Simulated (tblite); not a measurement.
C8H16N2.
SMILES with atom numbers: `[CH3:1][C:2]([CH3:3])([CH3:4])/[CH:5]=[N:6]/[NH:7][CH:8]1[CH2:9][CH2:10]1` (hydrogens: H11, H12, H13 on C1; H14, H15, H16 on C3; H17, H18, H19 on C4; H20 on C5; H21 on N7; H22 on C8; H23, H24 on C9; H25, H26 on C10)

Structure used (GFN2-xTB), in Å, numbered top down from 1:
```
atom  x, y, z in Å
C1    -2.0394    1.5629    0.1826
C2    -1.7720    0.0653   -0.0041
C3    -2.2179   -0.3745   -1.3971
C4    -2.5402   -0.7277    1.0616
C5    -0.3031   -0.1869    0.1944
N6     0.3577   -0.8665   -0.6427
N7     1.6525   -1.1916   -0.4669
C8     2.4964   -0.5459    0.4879
C9     3.9070   -0.2278    0.1147
C10    2.9215    0.8883    0.2919
H11   -3.1004    1.7742    0.0685
H12   -1.7275    1.8889    1.1729
H13   -1.4908    2.1409   -0.5580
H14   -1.6779    0.1826   -2.1576
H15   -2.0081   -1.4301   -1.5395
H16   -3.2841   -0.2017   -1.5246
H17   -2.3562   -1.7926    0.9395
H18   -2.2239   -0.4357    2.0610
H19   -3.6090   -0.5458    0.9712
H20    0.1264    0.2406    1.1049
H21    2.0861   -1.4134   -1.3533
H22    2.3010   -0.8768    1.5032
H23    4.2277   -0.4652   -0.8890
H24    4.6764   -0.3626    0.8589
H25    3.0083    1.5283    1.1563
H26    2.5684    1.3953   -0.5937
```

Computed with GFN2-xTB (tblite): harmonic, unscaled wavenumbers at the GFN2-xTB geometry, gas phase. Against measured fundamentals such values can be off by several per cent, at times by over 20. One conformer, not necessarily the lowest.

Harmonic wavenumbers (cm⁻¹): 26.2, 38.0, 98.1, 109.4, 177.1, 197.0, 232.9, 238.0, 271.4, 293.1, 332.1, 337.0, 417.5, 438.7, 450.8, 499.0, 522.8, 654.4, 794.1, 821.9, 855.1, 871.4, 879.3, 960.6, 964.6, 965.5, 967.3, 987.8, 1016.8, 1031.9, 1043.1, 1061.5, 1080.9, 1093.3, 1132.2, 1152.1, 1186.2, 1227.6, 1233.1, 1246.6, 1292.8, 1311.2, 1349.8, 1391.0, 1399.1, 1401.2, 1422.7, 1435.2, 1480.8, 1481.5, 1493.7, 1496.1, 1498.4, 1504.9, 1514.3, 1713.5, 2900.1, 3008.6, 3021.7, 3023.0, 3025.6, 3030.1, 3032.1, 3035.5, 3038.8, 3048.8, 3062.2, 3083.9, 3089.2, 3094.5, 3110.5, 3394.2.

A = 2845, B = 624.2, C = 592.1 MHz; mass 140.131 u (most abundant isotopes); point group C1, symmetry number 1.

What is the zero-point energy?

½Σν̃ = 50046 cm⁻¹ = 143.09 kcal/mol.

Give the ideal-gas entropy at 500 K and 1 bar in the rigid-rotor, harmonic-oscillator model (classical rotation).

Translation 43.32, rotation 31.64, vibration 64.92: S = 139.9 cal/(mol K).

And Cp and H(500 K) − H(0)?

Cp = 72.60 cal/(mol K), of which vibrations give 64.65 (their classical limit is 72 R = 143.1); H(500 K) − H(0) = 20.39 kcal/mol without the zero-point energy, 16.42 from vibrations.

How do the functions run with temperature in this model?

| T (K) | S (cal/(mol K)) | Cp (cal/(mol K)) | H − H(0) (kcal/mol) | G − H(0) (kcal/mol) | ln q(vib) |
| --- | --- | --- | --- | --- | --- |
| 50 | 62.2 | 14.5 | 0.56 | -2.55 | 1.16 |
| 100 | 74.4 | 21.6 | 1.46 | -5.98 | 2.80 |
| 298.15 | 109.3 | 46.9 | 8.23 | -24.36 | 9.46 |
| 373.15 | 120.9 | 57.1 | 12.14 | -33.00 | 11.94 |
| 750 | 173.9 | 94.9 | 41.53 | -88.87 | 24.28 |
| 1000 | 203.3 | 109.7 | 67.21 | -136.10 | 31.99 |

q(vib) and H(0) count from the zero-point level.

Blend soft modes into free rotors: weight 1/[1 + (100 cm⁻¹/ν̃)⁴] for the oscillator and the rest for a rotor with moment μB/(μ + B), μ = h/(8π²ν), B = 10⁻⁴⁴ kg m². What vibrational entropy results?

59.40 cal/(mol K) in place of 64.92, which changes −T·S at 500 K by +2.76 kcal/mol.

Hindered rotation and anharmonicity are outside this model. Other conformers, if any are populated, would add a mixing term that is left out. The structure is chiral; the term R ln 2 for an equal mix with its mirror image is left out.
